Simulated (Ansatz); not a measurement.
Geometry optimisation, DFT PBE-D3(BJ), scalar-relativistic, plane waves, PAW (Ansatz).

input.yaml

```yaml
crystal:
  lattice:
    - [7.98957, 0.0, 0.0]
    - [0.0, 7.98957, 0.0]
    - [0.0, 0.0, 7.98957]
  atoms:
    - { symbol: Cl, position: [0.1525333, 0.5936625, 0.7267554] }
    - { symbol: H, position: [0.1512395, 0.46186, 0.6356928] }
    - { symbol: Cl, position: [0.4832841, 0.3335697, 0.2610443] }
    - { symbol: H, position: [0.3661486, 0.2597954, 0.1804053] }
    - { symbol: Cl, position: [0.7370031, 0.0969149, 1.0358403] }
    - { symbol: H, position: [0.7899667, 0.0317732, 0.8993946] }
    - { symbol: Cl, position: [0.663701, 0.5490598, 0.8768392] }
    - { symbol: H, position: [0.7597147, 0.4328056, 0.8226883] }
    - { symbol: Cl, position: [0.6771268, 0.9403938, 0.54743] }
    - { symbol: H, position: [0.5766986, 1.0037398, 0.4398779] }
    - { symbol: Cl, position: [0.0798268, 0.5976814, 0.2356238] }
    - { symbol: H, position: [0.1422903, 0.5455182, 0.3736213] }
    - { symbol: Cl, position: [0.1220738, -0.012733, 0.9587786] }
    - { symbol: H, position: [0.2471669, 0.0179243, 0.8635008] }
    - { symbol: Cl, position: [0.1873295, 0.0450455, 0.52691] }
    - { symbol: H, position: [0.3064902, -0.0262273, 0.6068282] }
    - { symbol: Cl, position: [0.7461111, 0.3152644, 0.5456689] }
    - { symbol: H, position: [0.7558191, 0.282966, 0.3890529] }
    - { symbol: Cl, position: [0.400746, 0.7391106, 0.0766372] }
    - { symbol: H, position: [0.5306418, 0.8328647, 0.0748305] }
basis:
  ecutwfc: 420.0
kpoints:
  mp_grid: { grid: [1, 1, 1] }
hamiltonian:
  xc: pbe
  dispersion: d3bj
scf:
  occupations: { method: fermi_dirac, width: 0.05 }
  lower_state_search: "off"
relax:
  f_tol: 0.3
  max_steps: 15
  adjacent_minimum: "off"
```

Command:

```bash
$ ansatz run input.yaml --threads 1 --pin off --max-ram 3072MiB --backend cpu --events-out ev --progress --plain --runs-dir out
```

Question: Where does it end, and by what steps?

Answer: The run converged. The threshold is loose, so the end isn't yet a minimum. The force dipped under the threshold on the way, but the program's further checks kept it going. Limits of this set-up: coarse k mesh. After 13 steps the energy has fallen by 1.820 eV; Cl13 moved furthest, 1.64 Å.

```json
{"step": "0", "energy less start (eV)": "0.0000", "largest force component (eV/Å)": "0.962", "accepted": "yes"}
{"step": "1", "energy less start (eV)": "-0.4274", "largest force component (eV/Å)": "0.380", "accepted": "yes"}
{"step": "2", "energy less start (eV)": "-0.7097", "largest force component (eV/Å)": "0.658", "accepted": "yes"}
{"step": "3", "energy less start (eV)": "-0.9245", "largest force component (eV/Å)": "0.447", "accepted": "yes"}
{"step": "4", "energy less start (eV)": "-1.0812", "largest force component (eV/Å)": "0.359", "accepted": "yes"}
{"step": "5", "energy less start (eV)": "-1.2452", "largest force component (eV/Å)": "0.866", "accepted": "yes"}
{"step": "6", "energy less start (eV)": "-1.3842", "largest force component (eV/Å)": "1.346", "accepted": "yes"}
{"step": "7", "energy less start (eV)": "-1.5208", "largest force component (eV/Å)": "0.476", "accepted": "yes"}
{"step": "8", "energy less start (eV)": "-1.6233", "largest force component (eV/Å)": "0.327", "accepted": "yes"}
{"step": "9", "energy less start (eV)": "-1.6787", "largest force component (eV/Å)": "0.740", "accepted": "yes"}
{"step": "10", "energy less start (eV)": "-1.7628", "largest force component (eV/Å)": "0.289", "accepted": "yes"}
{"step": "11", "energy less start (eV)": "-1.7628", "largest force component (eV/Å)": "0.290", "accepted": "yes"}
{"step": "12", "energy less start (eV)": "-1.7995", "largest force component (eV/Å)": "0.163", "accepted": "yes"}
{"step": "13", "energy less start (eV)": "-1.8198", "largest force component (eV/Å)": "0.245", "accepted": "yes"}
```

```xyz
20
Lattice="7.9896 0.0000 0.0000 0.0000 7.9896 0.0000 0.0000 0.0000 7.9896" Properties=species:S:1:pos:R:3
Cl 1.468 4.254 5.202
H 1.597 2.979 5.005
Cl 3.359 2.513 2.299
H 2.505 2.118 1.394
Cl 5.507 0.403 8.452
H 6.282 -0.524 7.950
Cl 6.068 4.793 6.969
H 7.164 4.394 6.393
Cl 4.783 6.797 3.831
H 5.325 7.986 3.688
Cl -0.293 4.363 2.106
H 0.577 4.514 3.078
Cl 0.930 1.537 7.789
H 1.508 0.745 6.926
Cl 1.589 0.014 4.609
H 2.819 -0.379 4.361
Cl 6.461 1.973 4.322
H 6.780 2.699 3.273
Cl 2.735 6.125 0.357
H 3.752 6.941 0.499
```

Time of the run: 25 s on 1 thread of Arm Neoverse V2, with other jobs on the host, peak memory 0.42 GiB.
